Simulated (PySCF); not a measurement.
A structure optimised at B3LYP-D3(BJ)/def2-SVP, used in a PySCF frequency run:

```xyz
9

Ga     0.0741     0.1188     0.0000
Cl     0.6772     2.1791     0.0000
Cl    -2.0165    -0.3826     0.0000
N      1.2990    -1.2023     0.0000
C      1.0385    -2.6308     0.0000
H      2.2817    -0.9471     0.0000
H      1.4559    -3.1318    -0.8928
H      1.4559    -3.1318     0.8928
H     -0.0466    -2.8133     0.0000
```

**Question.** Write its SMILES, formula and point group.

**Answer.** C[NH][Ga]([Cl])[Cl], CH4Cl2GaN, Cs

**Question.** What are its rotational constants (standard atomic weights)?

**Answer.** 2.4524, 1.6341, 0.98681 GHz
